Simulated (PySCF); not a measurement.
BH5N, SMILES B[NH3+], charge +1.

The structure is a stationary point at ωB97X-D3(BJ)/def2-TZVP. The isomer is the one that the SMILES or the coordinates give; other isomers of the formula were not compared.

Two levels are set side by side: PBE/def2-TZVPD (PySCF) and PBE0/def2-TZVPD (PySCF). Same geometry, gas phase. Differences are taken from unrounded values.

```
quantity                        PBE
---------------------------  ------
orbital gap (eV)               5.70
highest occupied level (eV)  -14.72
lowest empty level (eV)       -9.02
mean polarisability (bohr³)    20.7
```

Question: These are the PBE values. What does PBE0 give? (An estimate is asked for; the answer gives what the named calculation found.)

Answer: 
| quantity | PBE0 | PBE minus PBE0 |
|---|---|---|
| orbital gap (eV) | 8.38 | -2.68 |
| highest occupied level (eV) | -16.22 | 1.50 |
| lowest empty level (eV) | -7.84 | -1.18 |
| mean polarisability (bohr³) | 20.2 | 0.5 |

Without exact exchange PBE keeps part of each electron's self-repulsion, which lifts occupied levels and narrows the gap. Differences between two approximate levels are no errors against the true value.

Rough cost on one machine, each run with all the roots and properties that it gave: PBE0 against PBE within a factor of 2.
